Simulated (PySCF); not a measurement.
# Assigning NMR signals

Mapped SMILES: `[CH2:1]=[C:2]1[CH2:3][O:4][CH2:5][CH2:6][SiH2:7]1` (H(Xn): hydrogen on atom n). Ha(C1) is cis to C3; Hb(C1) is trans to C3.

[PySCF 2.14: NMR shieldings at PBE0/pcSseg-1/GIAO; GFN2-xTB geometry; no solvent; a single conformation; averaged over atoms made equivalent by symmetry, fast rotation or ring inversion; relativity neglected]

References, each an isolated molecule treated in the same way: 13C and 1H against TMS.

Q: Assign these signals to the numbered atoms. 13C{1H} NMR (computed): δ 150.2 (C), 133.3 (CH2), 82.1 (CH2), 71.2 (CH2), 13.1 (CH2).

A: 
150.2 → C2, fully substituted alkene carbon: the olefinic region
133.3 → C1, terminal =CH2 carbon: an sp2 carbon of a C=C bond
82.1 → C3, allylic sp3 CH2 bonded to O: the inductive effect lowers its shielding
71.2 → C5, sp3 CH2 bonded to O: the inductive effect lowers its shielding
13.1 → C6, sp3 CH2 bonded to Si

Q: Assign these signals to the numbered atoms. 1H NMR (400 MHz, computed): δ 5.98 (br s, 1H), 5.70 (br s, 1H), 4.46 (m, 2H), 4.35 (s, 2H), 4.05 (m, 2H), 1.00 (m, 2H).

A: 
| δ (ppm) | atoms | environment | reason |
| --- | --- | --- | --- |
| 5.98 | Ha(C1) | hydrogen on a terminal =CH2 carbon | attached to an sp2 carbon and in the plane of the double bond |
| 5.70 | Hb(C1) | hydrogen on a terminal =CH2 carbon | – |
| 4.46 | H(Si7) | hydrogen on a silicon bonded to 2 C, in a 6-membered ring | – |
| 4.35 | H(C3) | hydrogen on an allylic sp3 CH2 bonded to O | its carbon carries O, hence the downfield position |
| 4.05 | H(C5) | hydrogen on an sp3 CH2 bonded to O | its carbon carries O, an electronegative neighbour |
| 1.00 | H(C6) | hydrogen on an sp3 CH2 bonded to Si | – |

H(Si7) and H(C3) lie closer than the usual error of such a calculation, so a measured spectrum could show them in the other order.

Shifts are as computed. Against solution values, carbons near 30 ppm lie about +3 ppm off and those near 130 ppm about +5 ppm. Of 1309 compounds with measured shifts, 239 miss one by over three times the rms of a fit or turn the order of signals round; such compounds aren't used in these exercises. No couplings were computed; multiplicities are counted from neighbouring protons, with m where these are inequivalent, close in shift, in a saturated or five-membered ring or joined by F or P, and br s for small geminal =CH2 splittings.
